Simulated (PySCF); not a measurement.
Species: C5H6F2NO (charge +1).
Atom-mapped SMILES: `[CH3:1][n+:2]1[cH:3][o:4][c:5]([CH:6]([F:7])[F:8])[cH:9]1` (hydrogens: H10, H11, H12 on C1; H13 on C3; H14 on C6; H15 on C9)

Torsions of this conformer, `[CH3:1][n+:2]1[cH:3][o:4][c:5]([CH:6]([F:7])[F:8])[cH:9]1`: O4–C5–C6–F7 63°.

The closed-shell ground state was solved at several levels (PySCF, density fitting, gas phase, non-relativistic). Geometry: PBE0-D3(BJ)/def2-SVP, one conformer, isolated ion.

```csv
level,basis functions,HOMO (eV),LUMO (eV),gap (eV)
B3LYP/pcJ-1,303,-13.30,-6.75,6.55
B3LYP/def2-SVPD,237,-13.32,-6.82,6.50
PBE/pcSseg-1,183,-12.35,-7.48,4.87
```

**Question.** What might PBE0/pcSseg-1 (183 basis functions) give for the same quantities?

**Answer.** HOMO -13.53 eV, LUMO -6.50 eV, gap 7.03 eV.

**Question.** Over all these levels, which gives the widest orbital gap and which the narrowest?

**Answer.** PBE0/pcSseg-1 (global hybrid, 25 % exact exchange) has the widest, 7.03 eV, and PBE/pcSseg-1 (GGA) the narrowest, 4.87 eV. The two share the basis. From the narrowest to the widest the HOMO moves by -1.18 eV and the LUMO by +0.98 eV.
